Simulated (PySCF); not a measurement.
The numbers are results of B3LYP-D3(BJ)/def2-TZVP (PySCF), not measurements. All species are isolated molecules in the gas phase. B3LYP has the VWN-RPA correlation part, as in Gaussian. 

Reference species (SMILES): `[Cl][In]([Cl])[Cl]` (neutral, multiplicity 1).

```json
{
  "dipole_moment": "0.01 D"
}
```

Changed species: `[Cl][InH][Cl]` (whole molecule; the reference has whole molecule).

### Question
Predict the effect on the dipole moment.

### Answer
the dipole moment rises by 2.58 D, to 2.59 D.
